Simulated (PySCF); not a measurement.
CH₅ClGaN. Atoms are numbered in the order given.

```xyz
9

Ga    -0.0493    -0.3142     0.0000
Cl     0.2714     1.8284     0.0000
C      1.4757    -1.5231     0.0000
H      2.0966    -1.3363     0.8887
H      1.1592    -2.5757     0.0000
H      2.0966    -1.3363    -0.8887
N     -1.7993    -0.7448     0.0000
H     -2.1606    -1.6900     0.0000
H     -2.5359    -0.0502     0.0000
```

Geometry: PBE0-D3(BJ)/def2-SVP. The structure was generated by enumeration; whether it is a known compound was not checked. One conformer was computed; it need not be the lowest.

All values below come from PySCF with TDA-PBE/def2-SVPD.

Vertical excitations. The molecule is in vacuum. State labels are in the subgroup Cs.

Computed lowest excited states:
| state | symmetry | energy (eV) | λ (nm) | f | main pairs |
|---|---|---|---|---|---|
| S1 | A" | 5.17 | 240 | 0.023 | HOMO→LUMO 99 % |
| S2 | A' | 5.91 | 210 | 0.019 | HOMO−1→LUMO 65 %, HOMO→LUMO+1 32 % |
| S3 | A" | 6.08 | 204 | 0.001 | HOMO−1→LUMO+1 99 % |
| S4 | A' | 6.18 | 201 | 0.180 | HOMO→LUMO+1 57 %, HOMO−1→LUMO 31 % |
| S5 | A" | 6.39 | 194 | 0.036 | HOMO−2→LUMO 96 % |
| S6 | A" | 6.49 | 191 | 0.018 | HOMO→LUMO+2 97 % |
| S7 | A' | 6.79 | 183 | 0.004 | HOMO−2→LUMO+1 62 %, HOMO−3→LUMO 33 % |
| S8 | A" | 6.81 | 182 | 0.011 | HOMO→LUMO+3 98 % |
| S9 | A" | 7.02 | 177 | 0.008 | HOMO−3→LUMO+1 97 % |
| S10 | A' | 7.03 | 176 | 0.116 | HOMO−3→LUMO 54 %, HOMO−2→LUMO+1 24 %, HOMO−1→LUMO+2 13 % |
| T1 | A' | 4.82 | 257 | 0 | HOMO→LUMO+1 99 % |
| T2 | A" | 4.87 | 255 | 0 | HOMO→LUMO 99 % |
| T3 | A' | 5.71 | 217 | 0 | HOMO−1→LUMO 99 % |
| T4 | A" | 5.92 | 210 | 0 | HOMO−1→LUMO+1 99 % |
Triplets are in the Tamm–Dancoff approximation.
